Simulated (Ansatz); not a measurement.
Geometry optimisation, Ansatz 0.2.0, RKS B3LYP-D4/def2-SVP.

Input file:

```yaml
crystal:
  periodic: [false, false, false]
  atoms:
    - { symbol: Si, position_ang: [-0.3687, 0.4832, 0.7905] }
    - { symbol: Ge, position_ang: [1.3714, 0.7924, -1.2556] }
    - { symbol: H, position_ang: [-0.5618, 1.1642, -0.9381] }
    - { symbol: H, position_ang: [1.1859, 2.2451, -1.8715] }
    - { symbol: H, position_ang: [0.6817, 0.1569, -2.54] }
    - { symbol: H, position_ang: [-1.6908, 0.8817, 1.302] }
    - { symbol: H, position_ang: [0.6322, 1.0868, 1.6741] }
    - { symbol: C, position_ang: [-0.3142, -1.4082, 0.722] }
    - { symbol: H, position_ang: [0.6149, -1.7763, 0.2963] }
    - { symbol: H, position_ang: [-0.4231, -1.8411, 1.7117] }
    - { symbol: H, position_ang: [-1.1275, -1.7847, 0.1085] }
basis:
  gaussian: { orbitals: def2-SVP }
hamiltonian:
  xc: b3lyp
  dispersion: d4
relax:
  f_tol: 0.15
  max_steps: 25
  restrain:
    - { distance: [0, 2], at: 2.72, k: 30.0 }
    - { distance: [0, 1], at: 2.31, k: 30.0 }
    - { distance: [1, 2], at: 1.51, k: 30.0 }
output:
  orbitals: {}
```

Launched with:

```bash
$ ansatz run input.yaml --threads 2 --pin off --max-ram 3072MiB --backend cpu --events-out ev --progress --plain --runs-dir out
```

**Question.** Where does it end, and by what steps?

**Answer.** It converged. The restraints hold the end off the free minimum. After 13 steps the energy has fallen by 1.663 eV (the restraints' own energy left out); H3 moved furthest, 0.95 Å. Joined: Ge2–H3 (1.99 → 1.52 Å).

```csv
step,energy less start (eV),largest force component (eV/Å),accepted
0,0.0000,1.450,yes
1,0.3298,1.958,yes
2,0.4850,1.910,yes
3,0.0931,1.914,yes
4,-0.6957,2.097,yes
5,-1.2893,1.313,yes
6,-1.5478,0.989,yes
7,-1.5832,0.965,yes
8,-1.6068,1.194,yes
9,-1.6430,1.174,yes
10,-1.6536,0.843,yes
11,-1.6619,0.982,yes
12,-1.6693,1.018,no
13,-1.6628,0.991,yes
```

```xyz
11
Properties=species:S:1:pos:R:3
Si 0.071 0.400 0.810
Ge 0.498 1.082 -1.364
H -0.945 0.762 -1.711
H 0.781 2.577 -1.619
H 1.460 0.211 -2.201
H -1.099 1.228 1.243
H 1.165 0.602 1.812
C -0.410 -1.431 0.763
H 0.461 -2.053 0.500
H -0.781 -1.757 1.748
H -1.201 -1.619 0.019
```

Run time: 64 s on 2 threads of Arm Neoverse N1, on a shared host, peak memory 0.24 GiB.
